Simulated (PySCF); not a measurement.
H12O6Ti (cation, charge +3), SMILES [OH2]->[Ti+3](<-[OH2])(<-[OH2])(<-[OH2])(<-[OH2])<-[OH2], doublet (GFN2-xTB optimised geometry):

```
19

Ti     0.000     0.000     0.000
O      0.057     0.059     2.025
H     -0.451    -0.456     2.685
H      0.626     0.637     2.575
O      2.026     0.000     0.000
H      2.609    -0.553     0.561
H      2.655     0.527    -0.533
O     -0.058     2.025     0.000
H      0.438     2.669    -0.546
H     -0.617     2.592     0.571
O      0.056    -2.026    -0.001
H     -0.440    -2.669     0.545
H      0.613    -2.594    -0.574
O     -2.026    -0.001     0.000
H     -2.610     0.551    -0.561
H     -2.655    -0.529     0.534
O     -0.057    -0.058    -2.025
H     -0.629    -0.630    -2.577
H      0.458     0.453    -2.682
```

Level of theory: PySCF with unrestricted CAM-B3LYP/def2-SVP.

Question: What are the frontier orbital energies (α orbitals alone; a β orbital can be the lowest empty one)?

Answer: HOMO-2 -25.18 eV, HOMO-1 -24.64 eV, HOMO -22.30 eV, LUMO -14.72 eV, LUMO+1 -14.72 eV.

Meta-Löwdin charges at CAM-B3LYP/def2-SVP: Ti1 1.48, O2 -0.55, H3 0.40, H4 0.40, O5 -0.55, H6 0.40, H7 0.40, O8 -0.55, H9 0.40, H10 0.40, O11 -0.55, H12 0.40, H13 0.40, O14 -0.55, H15 0.40, H16 0.40, O17 -0.55, H18 0.40, H19 0.40.
